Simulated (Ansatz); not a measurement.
`FB(S)[SiH2][SiH3]` + H₂Te → `[SiH3][SiH2][TeH]` + `FBS`  (cleavage of the Si–B bond)

Calculated with Ansatz (gas phase, PBE0-D4/def2-TZVP geometries, no zero-point term in ΔE). CCSD(T)/CBS adds triple-zeta CCSD(T) − MP2 to the extrapolated MP2 energy (def2 sets, frozen cores). This one scheme is used for every species. DFT in def2-TZVPP. def2 core potentials past Kr. For Te outer-core shells are correlated without core-valence functions, which leaves a few kJ/mol of doubt a bond. Each species was taken in one conformer, which may not be the lowest.

CCSD(T)/CBS gives -19.2 kcal/mol.

Another level gave -17.2 kcal/mol. Which?
A. HF/def2-TZVPP
B. LC-ωPBE/def2-TZVPP
C. B97M-V/def2-TZVPP
D. PBE-QIDH/def2-TZVPP

B. LC-ωPBE -17.2, PBE-QIDH -19.1, HF/def2-TZVPP -20.3, B97M-V -15.2 kcal/mol.

Largest T1 diagnostic among the species: 0.015.

Leaving LDA and LC-ωPBE aside and taking each functional with its dispersion term where it has one, the values, not all of them listed here, spread over 4.1 kcal/mol, from BHLYP-D4 to B97M-V. LDA lies +1.2 kcal/mol from PBE without D4. From BLYP to BHLYP (50 % exact exchange), in def2-TZVPP and without D4, ΔE moves by −2.4 kcal/mol. At CCSD(T), def2-SVP lies +3.8 kcal/mol from the extrapolated value and def2-TZVPP +1.9 kcal/mol.
